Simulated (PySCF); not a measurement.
Isomers of C7H4ClFO, one GFN2-xTB conformer each. Single-point energies are computed at PBE0/pcSseg-1 (PySCF, gas phase, no added dispersion term), electronic only.

Question: Rank them by PBE0/pcSseg-1 energy, lowest first (kcal/mol).
A. `[O:1]=[C:2]([Cl:3])[c:4]1[cH:5][cH:6][c:7]([F:8])[cH:9][cH:10]1` with O1–C2–C4–C5 180°
B. `O=c1cccc(F)c(Cl)c1`
C. `[O:1]=[C:2]([F:3])[c:4]1[cH:5][cH:6][c:7]([Cl:8])[cH:9][cH:10]1` with O1–C2–C4–C5 180°

Answer: C (0.0), A (7.3), B (45.6).

GFN2-xTB itself gives, in the same order: 0.0, 3.1, 37.8. Both levels put the same isomer lowest; measured from each level's own lowest isomer, the values differ by up to 7.8 kcal/mol (O=c1cccc(F)c(Cl)c1: 37.8 against 45.6).

Q: Which frontier levels, dipoles and rotational constants go with these structures?

A: 
| SMILES | HOMO (eV, PBE0/pcSseg-1) | LUMO (eV) | dipole (D) | A, B, C (MHz) |
| --- | --- | --- | --- | --- |
| O=C(F)c1ccc(Cl)cc1 | -7.93 | -2.25 | 2.62 | 3854, 550.9, 482.0 |
| O=C(Cl)c1ccc(F)cc1 | -8.08 | -2.28 | 2.58 | 3087, 618.5, 515.2 |
| O=c1cccc(F)c(Cl)c1 | -7.29 | -2.83 | 3.33 | 1753, 947.6, 615.1 |
